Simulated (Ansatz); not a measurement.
`[OH][InH][CH2][SiH3]`. Total charge 0; spin multiplicity 1. In takes the def2 core potential. The geometry is a stationary point of PBE0-D4/def2-TZVP. It is one conformer, not always the lowest.

```xyz
11

O     1.589    0.657   -1.991
In    0.986   -1.015   -1.087
C     0.069   -0.669    0.831
Si   -1.192    0.700    0.784
H     1.378    1.453   -1.497
H     1.313   -2.417   -2.004
H     0.876   -0.399    1.519
H    -0.372   -1.603    1.186
H    -1.832    0.941    2.107
H    -0.546    1.970    0.349
H    -2.268    0.381   -0.196
```

**Question.** What is the dipole moment at B3LYP/def2-TZVPP? (Estimate.)

**Answer.** Computed: 2.47 D, with components (-0.45, -1.25, 2.08) D in this frame, pointing from negative to positive charge.

**Question.** And with PBE, r2SCAN, ωB97M-V? (Estimate.)

**Answer.** The calculation gave: PBE 2.28 D, r2SCAN 2.39 D, ωB97M-V 2.49 D.

**Question.** Give the Mulliken charges with B3LYP, ωB97M-V, r2SCAN in def2-TZVPP. (An estimate is asked.)

**Answer.** Ansatz gave: 
| atom | B3LYP | ωB97M-V | r2SCAN |
| --- | --- | --- | --- |
| O1 | -0.54 | -0.54 | -0.56 |
| In2 | 0.73 | 0.69 | 0.71 |
| C3 | -0.51 | -0.59 | -0.48 |
| Si4 | 0.25 | 0.16 | 0.26 |
| H5 | 0.17 | 0.16 | 0.19 |
| H6 | -0.12 | -0.07 | -0.11 |
| H7 | 0.12 | 0.15 | 0.11 |
| H8 | 0.13 | 0.15 | 0.11 |
| H9 | -0.07 | -0.03 | -0.08 |
| H10 | -0.08 | -0.04 | -0.09 |
| H11 | -0.07 | -0.03 | -0.07 |

B3LYP here is the variant with VWN-RPA as its local correlation; programs differ in this.
